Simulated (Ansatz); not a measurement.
A nudged elastic band was laid between two geometries of BClF2 + H2 (6 atoms, charge 0, multiplicity 1).

Method: RKS PBE0-D4/def2-SVP in Ansatz 0.2.0.

```yaml
movable_images: 5
climbing_image: yes
spring: 5.0 eV/Å²
optimiser: quadratic models (default)
start_path: through a guess of the saddle point
force_threshold: 0.05 eV/Å
iteration_limit: 60
end_points: relaxed
```

Initial state:

```xyz
6
Properties=species:S:1:pos:R:3
B -0.014 0.479 0.149
Cl -0.028 0.942 1.831
F 1.120 0.338 -0.491
F -1.138 0.287 -0.495
H 0.126 -2.484 0.509
H 0.051 -2.234 1.224
```

Final state:

```xyz
6
Properties=species:S:1:pos:R:3
B 0.002 -0.317 -0.554
Cl -0.050 -0.133 2.493
F 1.140 0.330 -0.672
F -1.114 0.358 -0.717
H -0.016 -1.509 -0.393
H 0.156 -1.401 2.569
```

(1) What changes between the two ends?

(2) Give the energies along the band, and the barrier.

(3) What is the geometry of the highest image?

(4) What are the harmonic wavenumbers there?

Answers

(1) Bonds broken: B1–Cl2, H5–H6. Bonds formed: B1–H5, Cl2–H6. BClF2 + H2 becomes BF2H + ClH.

(2) It converged. The highest image is number 3 of 0 to 6, 1.50 eV above the first end and 0.92 eV above the last; the last end lies 0.58 eV above the first. A vibrational analysis at the climbing image gives one clearly imaginary mode, 935i cm⁻¹: a first-order saddle point. The orbitals stay closed-shell, which can raise the energy where a bond breaks towards radicals; this wasn't checked here.

| image | path coordinate (Å) | energy (eV) | B1–Cl2 (Å) | H5–H6 (Å) | B1–H5 (Å) |
| --- | --- | --- | --- | --- | --- |
| 0 | 0.00 | 0.00 | 1.74 | 0.76 | 2.99 |
| 1 | 0.66 | 0.05 | 1.75 | 0.76 | 2.41 |
| 2 | 1.32 | 0.46 | 1.80 | 0.78 | 1.81 |
| 3 | 1.98 | 1.50 | 2.10 | 1.07 | 1.32 |
| 4 | 2.59 | 0.83 | 2.63 | 1.63 | 1.21 |
| 5 | 3.21 | 0.62 | 2.95 | 2.26 | 1.21 |
| 6 | 3.82 | 0.58 | 3.05 | 2.97 | 1.20 |

(3) 
```xyz
6
Properties=species:S:1:pos:R:3
B 0.017 -0.290 0.043
Cl 0.000 0.143 2.097
F 1.161 0.136 -0.467
F -1.145 0.076 -0.472
H 0.050 -1.593 0.277
H 0.036 -1.143 1.249
```

(4) 935i, 247, 298, 517, 731, 845, 1093, 1099, 1408, 1464, 1679, 2181 cm⁻¹.

The run took 94 s on 1 thread of Intel(R) Xeon(R) 6975P-C (Granite Rapids), with other jobs on the host, peak memory 0.15 GiB.
